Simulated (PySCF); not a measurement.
## C₆ coefficients of unlike pairs at UHF

Calculated with PySCF 2.14 from the dipole response of each species, C₆(A,B) = (3/π) ∫ α_A(iu) α_B(iu) du, in atomic units, from isotropic polarisabilities. For ions this is the dispersion term alone; charge-induced terms of lower order in 1/R come first.

```
species            configuration                                                                 basis      relativity  α (bohr³)  C₆ (like pair)
    Hg⁺  [Xe] 4f14 5d10 6s1 (2S)  def2-TZVPPD with the def2 core potential (60 electrons) (6s6p3d2f1g)  core potential      23.19           156.0
     Pd           [Kr] 4d10 (1S)                               aug-cc-pVDZ-PP with ECP28MDF (5s5p4d2f)  core potential      17.38           100.9
    S²⁺        [Ne] 3s2 3p2 (3P)                                               aug-cc-pVDZ-DK (5s4p2d)   spin-free X2C      7.464           27.38
    Si⁺        [Ne] 3s2 3p1 (2P)                                           aug-cc-pVQZ-DK (7s6p4d3f2g)   spin-free X2C      19.44           104.1
```

Task: Estimate C₆ for Si⁺ with S²⁺.

Result: The integral gives 51.29. The combination rule 2 C_A C_B / (C_A α_B/α_A + C_B α_A/α_B) gives 51.24 and the geometric mean 53.39.

No spin-orbit coupling is included.

The other pairs:

```
    pair     C₆
 Pd, Hg⁺  124.8
 S²⁺, Pd  51.62
 Si⁺, Pd  97.66
Si⁺, Hg⁺  124.3
S²⁺, Hg⁺  63.99
```
